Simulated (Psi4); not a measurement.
CrF₂O₂, singlet, geometry from GFN2-xTB (such geometries of metal compounds can be far from the true shape), atoms displaced at random by about 0.1 Å a coordinate; PBE0/STO-3G in Psi4.

The Psi4 input:
```
memory 2 GB

molecule {
0 1
Cr    0.07895640    0.08989598    0.09044885
O     1.16235585   -0.35859083   -0.82931029
O     0.59156196    0.17722725    1.58127830
F    -0.78720350    1.56736194   -0.34952145
F    -1.09686057   -1.17537099   -0.13761552
}

set {
  basis sto-3g
  g_convergence turbomole
}

optimize('pbe0')
print_variables()
```

### Question
Write the output that Psi4 gives for this input, abridged.

### Answer

```
gradient() will perform analytic gradient computation.

   => Loading Basis Set <=

    Name: STO-3G
    Role: ORBITAL
    Keyword: BASIS

         ---------------------------------------------------------
                                   SCF
               by Justin Turney, Rob Parrish, Andy Simmonett
                          and Daniel G. A. Smith
                              RKS Reference
         ---------------------------------------------------------

  ==> Geometry <==

    Molecular point group: c1
    Full point group: C1

    Geometry (in Angstrom), charge = 0, multiplicity = 1:

       Center              X                  Y                   Z               Mass
    ------------   -----------------  -----------------  -----------------  -----------------
         CR           0.108805437105     0.014313548552     0.029176203795    51.940506230000
         O            1.192204887105    -0.434173261448    -0.890582936205    15.994914619570
         O            0.621410997105     0.101644818552     1.520005653795    15.994914619570
         F           -0.757354462895     1.491779508552    -0.410794096205    18.998403162730
         F           -1.067011532895    -1.250953421448    -0.198888166205    18.998403162730

  Running in c1 symmetry.

  Rotational constants: A =      0.14670  B =      0.13573  C =      0.11815 [cm^-1]
  Rotational constants: A =   4397.85720  B =   4069.15849  C =   3542.03764 [MHz]
  Nuclear repulsion =  348.200840870340130

  Charge       = 0
  Multiplicity = 1
  Electrons    = 58
  Nalpha       = 29
  Nbeta        = 29

  ==> Algorithm <==

  SCF Algorithm Type is DF.
  DIIS enabled.
  MOM disabled.
  Fractional occupation disabled.
  Guess Type is SAD.
  Energy threshold   = 1.00e-08
  Density threshold  = 1.00e-08
  Integral threshold = 1.00e-12

  ==> Primary Basis <==

  Basis Set: STO-3G
    Blend: STO-3G
    Number of shells: 20
    Number of basis functions: 38
    Number of Cartesian functions: 39
    Spherical Harmonics?: true
    Max angular momentum: 2

  ==> DFT Potential <==

   => LibXC <=

    Version 7.1.2
    S. Lehtola, C. Steigemann, M. J. T. Oliveira, and M. A. L. Marques,  SoftwareX 7, 1–5 (2018) (10.1016/j.softx.2017.11.002)

   => Composite Functional: PBE0 <=

    PBE0 Hyb-GGA Exchange-Correlation Functional

    C. Adamo and V. Barone,  J. Chem. Phys. 110, 6158 (1999) (10.1063/1.478522)
    M. Ernzerhof and G. E. Scuseria,  J. Chem. Phys. 110, 5029 (1999) (10.1063/1.478401)

    Deriv               =              1
    GGA                 =           TRUE
    Meta                =          FALSE

    Exchange Hybrid     =           TRUE
    MP2 Hybrid          =          FALSE

   => Exchange Functionals <=

    0.7500   Perdew, Burke & Ernzerhof

   => Exact (HF) Exchange <=

    0.2500               HF

   => Correlation Functionals <=

    1.0000   Perdew, Burke & Ernzerhof

   => LibXC Density Thresholds  <==

    XC_HYB_GGA_XC_PBEH:  1.00E-15

   => Molecular Quadrature <=

    Radial Scheme          =       TREUTLER
    Pruning Scheme         =           NONE
    Nuclear Scheme         =       TREUTLER

    Blocking Scheme        =         OCTREE
    BS radius alpha        =              1
    Pruning alpha          =              1
    Radial Points          =             75
    Spherical Points       =            302
    Total Points           =         106406
    Total Blocks           =            845
    Max Points             =            256
    Max Functions          =             35
    Weights Tolerance      =       1.00E-15

   => Loading Basis Set <=

    Name: (STO-3G AUX)
    Role: JKFIT
    Keyword: DF_BASIS_SCF

  ==> Integral Setup <==

  SCF_SUBTYPE=INCORE selected. In-core MEM_DF algorithm will be used.
  Using in-core AOs.

  ==> MemDFJK: Density-Fitted J/K Matrices <==

    J tasked:                   Yes
    K tasked:                   Yes
    wK tasked:                   No
    Algorithm:                 Core
    Schwarz Cutoff:           1E-12
    Mask sparsity (%):       3.0471
    Fitting Condition:        1E-10

   => Auxiliary Basis Set <=

  Basis Set: (STO-3G AUX)
    Blend: DEF2-UNIVERSAL-JKFIT
    Number of shells: 158
    Number of basis functions: 572
    Number of Cartesian functions: 749
    Spherical Harmonics?: true
    Max angular momentum: 6

  Minimum eigenvalue in the overlap matrix is 2.4448092855E-01.
  Reciprocal condition number of the overlap matrix is 1.2379303654E-01.
    Using symmetric orthogonalization.

  ==> Pre-Iterations <==

  SCF Guess: Superposition of Atomic Densities via on-the-fly atomic UHF (no occupation information).

   -------------------------
    Irrep   Nso     Nmo
   -------------------------
     A         38      38
   -------------------------
    Total      38      38
   -------------------------

  ==> Iterations <==

                           Total Energy        Delta E     RMS |[F,P]|

   @DF-RKS iter SAD: -1376.43335973330477   -1.37643e+03   0.00000e+00
   @DF-RKS iter   1: -1377.49806499229317   -1.06471e+00   3.44452e-02 DIIS/ADIIS
   @DF-RKS iter   2: -1363.69083674203489    1.38072e+01   1.00396e-01 ADIIS
   @DF-RKS iter   3: -1375.40824314604970   -1.17174e+01   7.49159e-02 DIIS/ADIIS
   @DF-RKS iter   4: -1377.70608962798019   -2.29785e+00   3.61033e-02 DIIS/ADIIS
   @DF-RKS iter   5: -1378.25856987786892   -5.52480e-01   1.59319e-02 DIIS/ADIIS
   @DF-RKS iter   6: -1378.28399200325930   -2.54221e-02   1.45048e-02 DIIS/ADIIS
   @DF-RKS iter   7: -1378.39865609368167   -1.14664e-01   1.58468e-03 DIIS/ADIIS
   @DF-RKS iter   8: -1378.40002533132247   -1.36924e-03   8.49481e-04 DIIS/ADIIS
   @DF-RKS iter   9: -1378.40041131065823   -3.85979e-04   5.18095e-05 DIIS
   @DF-RKS iter  10: -1378.40041401839926   -2.70774e-06   1.07995e-05 DIIS
   @DF-RKS iter  11: -1378.40041408380830   -6.54090e-08   1.07694e-05 DIIS
   @DF-RKS iter  12: -1378.40041414426173   -6.04534e-08   1.16864e-06 DIIS
[...]
  @DF-RKS Final Energy: -1378.46093680929357
    Total Energy =                      -1378.4609368092933437
  @DF-RKS Final Energy: -1378.46184691482199
    Total Energy =                      -1378.4618469148219901
  @DF-RKS Final Energy: -1378.46196041337112
    Total Energy =                      -1378.4619604133708890
  @DF-RKS Final Energy: -1378.46199848555784
    Total Energy =                      -1378.4619984855578423
  @DF-RKS Final Energy: -1378.46202401396272
    Total Energy =                      -1378.4620240139627185
  @DF-RKS Final Energy: -1378.46202825808609
    Total Energy =                      -1378.4620282580858657
  @DF-RKS Final Energy: -1378.46202838192971
    Total Energy =                      -1378.4620283819299402
[...]

    			-----------------------------------------

	                            ===> Fragment 1 <==

	 Z (Atomic Numbers)          Masses                          Geom
	      24.000000            51.940506          0.12222214 -0.01534275  0.03684474
	       8.000000            15.994915          2.26905469 -0.56834541 -1.67278685
	       8.000000            15.994915          1.04704022  0.15138293  2.67400530
	       9.000000            18.998403         -1.17696397  2.57941362 -0.75775582
	       9.000000            18.998403         -1.94903215 -2.18642324 -0.18590970

	 - Coordinate -           - BOHR/RAD -       - ANG/DEG -
	 R(1,2)           =         2.799561           1.481464
	 R(1,3)           =         2.799590           1.481479
	 R(1,4)           =         3.008660           1.592114
	 R(1,5)           =         3.008871           1.592226
	 B(2,1,3)         =         1.911013         109.492952
	 B(2,1,4)         =         1.917937         109.889697
	 B(2,1,5)         =         1.917865         109.885544
	 B(3,1,4)         =         1.917784         109.880947
	 B(3,1,5)         =         1.917830         109.883545
	 B(4,1,5)         =         1.881247         107.787508
	 O(2,1,3,4)       =        -0.943943         -54.083962
	 O(2,1,3,5)       =         0.943993          54.086838
	 O(2,1,4,5)       =        -0.955415         -54.741225
	 O(3,1,2,4)       =         0.944019          54.088332
	 O(3,1,2,5)       =        -0.944011         -54.087837
	 O(3,1,4,5)       =         0.955598          54.751728
	 O(4,1,2,3)       =        -0.940610         -53.892970
	 O(4,1,2,5)       =         0.973428          55.773301
	 O(4,1,3,5)       =        -0.973600         -55.783153
	 O(5,1,2,3)       =         0.940637          53.894538
	 O(5,1,2,4)       =        -0.973466         -55.775509
	 O(5,1,3,4)       =         0.973576          55.781771

	        --- Internal Coordinate Step in ANG or DEG, aJ/ANG or AJ/DEG ---
	-------------------------------------------------------------------------------
	           Coordinate      Previous         Force          Change          New
	           ----------      --------        ------          ------        ------
	               R(1,2)       1.48146       -0.00002       -0.00001       1.48145
	               R(1,3)       1.48148       -0.00025       -0.00001       1.48146
	               R(1,4)       1.59211        0.00050        0.00007       1.59218
	               R(1,5)       1.59223       -0.00045       -0.00007       1.59216
	             B(2,1,3)     109.49295        0.00000        0.00434     109.49729
	             B(2,1,4)     109.88970       -0.00000       -0.00738     109.88232
	             B(2,1,5)     109.88554       -0.00000       -0.00266     109.88289
	             B(3,1,4)     109.88095        0.00000        0.00017     109.88112
	             B(3,1,5)     109.88354       -0.00000       -0.00280     109.88074
	             B(4,1,5)     107.78751        0.00000        0.00829     107.79580
	           O(2,1,3,4)     -54.08396       -0.00000       -0.00303     -54.08699
	           O(2,1,3,5)      54.08684       -0.00000       -0.00023      54.08661
	           O(2,1,4,5)     -54.74122       -0.00000       -0.00579     -54.74701
	           O(3,1,2,4)      54.08833       -0.00000       -0.00074      54.08759
	           O(3,1,2,5)     -54.08784        0.00000        0.00016     -54.08768
	           O(3,1,4,5)      54.75173        0.00000       -0.00145      54.75028
	           O(4,1,2,3)     -53.89297       -0.00000       -0.00503     -53.89800
	           O(4,1,2,5)      55.77330        0.00000        0.00069      55.77399
	           O(4,1,3,5)     -55.78315        0.00000        0.00691     -55.77624
	           O(5,1,2,3)      53.89454        0.00000        0.00327      53.89781
	           O(5,1,2,4)     -55.77551        0.00000        0.00182     -55.77369
	           O(5,1,3,4)      55.78177       -0.00000       -0.00533      55.77644
	-------------------------------------------------------------------------------

	                                 ==> Convergence Check <==

	Measures of convergence in internal coordinates in au.

	Criteria marked as inactive (o), active & met (*), and active & unmet ( ).

	----------------------------------------------------------------------------------------------
	   Step    Total Energy     Delta E     Max Force     RMS Force      Max Disp      RMS Disp
	----------------------------------------------------------------------------------------------
	  Convergence Criteria     1.00e-06 *    1.00e-03 *    5.00e-04 *    1.00e-03 *    5.00e-04 *
	----------------------------------------------------------------------------------------------
	     9   -1378.46202838   -1.24e-07 *    6.09e-05 *    2.08e-05 *    1.45e-04 *    7.74e-05 *  ~
	----------------------------------------------------------------------------------------------

Next Geometry in Ang
	Fragment 1 (Ang)

	   Cr   0.0646512854  -0.0081404095   0.0195187946
	    O   1.2006539628  -0.3007348060  -0.8852420573
	    O   0.5540075597   0.0800711232   1.4150421689
	    F  -0.6227542352   1.3650526701  -0.4010324715
	    F  -1.0312854577  -1.1570531049  -0.0983333415

    Final optimized geometry and variables:
    Molecular point group: c1
    Full point group: C1

    Geometry (in Angstrom), charge = 0, multiplicity = 1:

    CR           0.064677170063    -0.008119034861     0.019497397188
    O            1.200732031070    -0.300755440424    -0.885200679531
    O            0.554069825664     0.080108394115     1.415022667351
    F           -0.622822512805     1.364966904790    -0.400987112832
    F           -1.031383399035    -1.157005350669    -0.098379179041

  Variable Map:
  ----------------------------------------------------------------------------
[...]
  Array Variable Map:
  ----------------------------------------------------------------------------
[...]
Optimizer: Optimization complete!
```
